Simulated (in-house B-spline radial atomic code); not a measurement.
Radial electron density of Cl II (Cl+), [Ne] 3s1 3p4 4s1. Level of theory: scalar-relativistic (X2C) B97-1, spin-polarised, spherical fractional occupations, exact exchange averaged over the configuration, Fermi nucleus of rms radius 3.3654 fm; calculated with a radial B-spline atomic code at the basis-set limit.

Columns: r (bohr), 4πr²n(r) (electrons per bohr), bar.

```
  0.0032   0.4232 #
 0.00391   0.6087 #
 0.00478   0.8722 ##
 0.00584    1.241 ###
 0.00713    1.751 ####
 0.00871     2.45 #####
  0.0106    3.369 ########
   0.013    4.627 ##########
  0.0159     6.22 ##############
  0.0194    8.162 ##################
  0.0237    10.46 #######################
   0.029    13.01 #############################
  0.0354    15.56 ###################################
  0.0432    17.77 ########################################
  0.0528    19.26 ###########################################
  0.0645    19.61 ############################################
  0.0788    18.67 ##########################################
  0.0963    16.73 ######################################
   0.118    14.57 #################################
   0.144    13.35 ##############################
   0.176    13.84 ###############################
   0.214    15.88 ####################################
   0.262    18.34 #########################################
    0.32    19.31 ###########################################
   0.391    17.54 #######################################
   0.478    13.28 ##############################
   0.583    8.385 ###################
   0.713    4.805 ###########
   0.871    3.493 ########
    1.06    3.637 ########
     1.3    3.862 #########
    1.59     3.31 #######
    1.94     2.19 #####
    2.37    1.174 ###
    2.89    0.628 #
    3.54   0.4178 #
    4.32   0.2996 #
    5.28    0.164 
    6.45  0.06153 
    7.88  0.01521 
    9.62  0.00217 
    11.8 0.0001462 
    14.4 4.439e-06
```

On this grid the curve has 3 maxima, near 0.0645, 0.32, 1.3 bohr.

The 4s up radial function P(r) = rR(r), positive near the nucleus:

| r (bohr) | P |
| --- | --- |
| 0.00118 | 0.005917 |
| 0.00176 | 0.00861 |
| 0.00262 | 0.01245 |
| 0.00391 | 0.01794 |
| 0.00584 | 0.02559 |
| 0.00871 | 0.03589 |
| 0.013 | 0.04915 |
| 0.0194 | 0.0647 |
| 0.029 | 0.08 |
| 0.0432 | 0.0886 |
| 0.0645 | 0.07953 |
| 0.0963 | 0.03891 |
| 0.144 | -0.03885 |
| 0.214 | -0.127 |
| 0.32 | -0.1584 |
| 0.478 | -0.05518 |
| 0.713 | 0.1558 |
| 1.06 | 0.2776 |
| 1.59 | 0.08368 |
| 2.37 | -0.3285 |
| 3.54 | -0.5661 |
| 5.28 | -0.4032 |
| 7.88 | -0.1233 |
| 11.8 | -0.01209 |
